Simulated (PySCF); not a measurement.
## Excitation energy of Be by level of theory

Be [He] 2s2 (1S) → Be [He] 2s1 2p1 (3P), as a difference of total energies. All numbers are calculated (PySCF 2.14, the non-relativistic Hamiltonian (point nucleus), in aug-cc-pVQZ). Correlated levels: valence: 1s2 frozen. The calculations carry no spin-orbit coupling.

| method | excitation energy (cm⁻¹) | error (cm⁻¹) |
| --- | --- | --- |
| UHF | 13026 | -8954 |
| MP2 (valence) | 18878 | -3102 |
| SCS-MP2 (valence) | 20596 | -1384 |
| CCSD (valence) | 22026 | +46 |

Reference: 21980 cm⁻¹ (measured; NIST levels, between the centres of gravity of the two terms).

Errors of the correlated levels include the incompleteness of this basis and the frozen core.

With two correlated electrons CCSD is exact in that space.
